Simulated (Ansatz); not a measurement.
```yaml
crystal:
  periodic: [false, false, false]
  atoms:
    - {symbol: Sn, position_ang: [1.034643, 2.208042, -0.766868]}
    - {symbol: Sn, position_ang: [-1.469284, 0.309832, -2.433880]}
    - {symbol: Sn, position_ang: [0.538817, -2.292047, -0.712016]}
    - {symbol: Sn, position_ang: [-2.139207, -0.387555, 1.148809]}
    - {symbol: Sn, position_ang: [1.975836, -0.013734, 2.848710]}
    - {symbol: S, position_ang: [1.089321, -0.118606, -1.990074]}
    - {symbol: S, position_ang: [-2.022732, -1.827992, -1.041444]}
    - {symbol: S, position_ang: [2.289259, 1.859147, 1.402154]}
    - {symbol: S, position_ang: [0.188055, -1.446731, 1.749898]}
    - {symbol: S, position_ang: [-1.484707, 1.709654, -0.205289]}
basis:
  gaussian: {orbitals: def2-TZVP}
magnetization: {spin_polarized: true, initial_magnetization: 2}
hamiltonian: {xc: pbe0, dispersion: d4}
scf: {omitted_lower_state_checks: [starts]}
output: {orbitals: {seedname: orbitals}}
```

```sh
$ ansatz run in.yaml --threads 4 --pin off --events-out ev --progress --plain --max-ram 6963MiB
```

Does this run fit into the memory that it is given?

No. It has 435 basis functions, and Ansatz plans for 9 GiB where 7 GiB are given.
